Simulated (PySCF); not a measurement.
## Radial density of Hf (hafnium, neutral)

HSE06, [Xe] 4f14 5d1 6s2 7s1, high-spin 3D determinant (an excited configuration). Calculation: PySCF 2.14, in x2c-TZVPPall with one added diffuse shell each of s, p, d, f type (12s8p8d4f1g, 113 functions); the spin-free X2C one-electron Hamiltonian (Gaussian nucleus).

| r (bohr) | 4πr²ρ (e/bohr) | 4πr²(ρα − ρβ) |
| --- | --- | --- |
| 0.0141 | 98.99 | 0.0002 |
| 0.0238 | 86.06 | -0.0006 |
| 0.0400 | 110.4 | 0.0021 |
| 0.0673 | 127.4 | 0.0140 |
| 0.113 | 100.9 | 0.0314 |
| 0.190 | 111.3 | 0.0016 |
| 0.320 | 58.78 | 0.0316 |
| 0.538 | 60.95 | 0.0119 |
| 0.906 | 20.00 | 0.1074 |
| 1.52 | 7.250 | 0.4386 |
| 2.56 | 1.475 | 0.3583 |
| 4.31 | 0.3857 | 0.0761 |
| 7.25 | 0.1569 | 0.1518 |
| 12.2 | 0.05854 | 0.0584 |
| 20.5 | 0.0001244 | 0.0001 |

Densities and radii are taken from the X2C orbitals without a picture-change correction, which distorts them close to the nucleus.

⟨L²⟩ = 7.85 against 6 for a pure D term, so this real determinant mixes terms. Spin-orbit coupling, absent here, splits the open shell strongly. ⟨S²⟩ = 2.49 against 2.00 shows spin contamination. The outer electron is Rydberg-like, and this basis confines it to a smaller radius and binds it less than a complete one would. The s, p, d and f populations moved away from the nominal configuration during the SCF.
